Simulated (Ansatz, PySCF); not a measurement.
Spin states of H3O3Pt (SMILES [OH][Pt]([OH])[OH]), each relaxed with B3LYP-D3(BJ)/def2-TZVP.
State 1 (charge 0, multiplicity 2):
```xyz
7

Pt     0.21470     0.07835    -0.33770
O      1.94448    -0.74337    -0.31525
H      2.48750    -0.51471    -1.08420
O     -0.26423    -0.74257     1.34044
H     -1.16763    -0.41381     1.48984
O     -1.54752     0.84467    -0.24817
H     -1.76930     1.41594    -0.99405
```
State 2 (charge 0, multiplicity 4):
| atom | x (Å) | y (Å) | z (Å) |
|---|---|---|---|
| Pt | 0.0044 | -0.0231 | -0.2872 |
| O | 1.8020 | -0.6735 | -0.3260 |
| H | 2.3833 | -0.2752 | -0.9864 |
| O | -0.6403 | -1.0718 | 1.3327 |
| H | -0.4649 | -0.5428 | 2.1271 |
| O | -1.6134 | 0.9298 | -0.6487 |
| H | -1.5730 | 1.5810 | -1.3606 |

```csv
level,energy of the multiplicity-4 state less that of the multiplicity-2 state (eV),cost
SVWN5/def2-TZVPP,0.807,×0.7
PBE/def2-TZVPP,0.699,×1
PBE-D3(BJ)/def2-TZVPP,0.704,×1
PBE-D4/def2-TZVPP,0.703,×1
BLYP/def2-TZVPP,0.658,×1
BLYP-D3(BJ)/def2-TZVPP,0.668,×1
r2SCAN/def2-TZVPP,0.648,×1
r2SCAN-D3(BJ)/def2-TZVPP,0.649,×1
B97M-V/def2-TZVPP,0.867,×2
B3LYP/def2-TZVPP,0.801,×0.9
B3LYP-D3(BJ)/def2-TZVPP,0.809,×0.9
B3LYP-D4/def2-TZVPP,0.807,×0.9
PBE0-D3(BJ)/def2-TZVPP,0.852,×1
PBE0-D4/def2-TZVPP,0.852,×1
BHLYP/def2-TZVPP,0.932,×2
BHLYP-D3(BJ)/def2-TZVPP,0.938,×2
B2PLYP/def2-TZVPP,0.895,×3
B2PLYP-D4/def2-TZVPP,0.897,×3
CCSD(T)/def2-SVP,1.020,×30
"CCSD(T)/CBS(def2-SVP, def2-TZVPP)",1.071,×200
```

The rows run from 0.648 (r2SCAN/def2-TZVPP) to 1.071 eV (CCSD(T)/CBS(def2-SVP, def2-TZVPP)). The dispersion term adds 0.004 in PBE-D3(BJ), 0.004 in PBE-D4, 0.010 in BLYP-D3(BJ). The 8 functionals in def2-TZVPP without D3 or D4 span 0.284, from r2SCAN to BHLYP.

Singlets are restricted, other states unrestricted; no spin–orbit coupling, no relativity up to Kr; see below for the cores. The largest T1 diagnostic is 0.043.

Correlated levels freeze the inner cores; with def2 sets outer-core shells near the valence are correlated too. CBS(a, b) extrapolates the correlation energy as X⁻³ and adds the Hartree–Fock energy of set b.

Doubts at one or more of the structures used: a spin-contaminated determinant (CCSD(T)/def2-SVP, CCSD(T)/CBS(def2-SVP, def2-TZVPP)); other coupled-cluster roots lie near (CCSD(T)/def2-SVP, CCSD(T)/CBS(def2-SVP, def2-TZVPP)).

Programs: Ansatz (a first-principles code) with Gaussian orbitals; PySCF for the dispersion terms. Values without a source in brackets are computed. In def2 rows elements past Kr take small-core potentials, without spin–orbit coupling.

Costs are rough ratios of core time to PBE/def2-TZVPP (about 40 s over the structures, on one shared machine); a dash marks a level with no comparable run of its own.
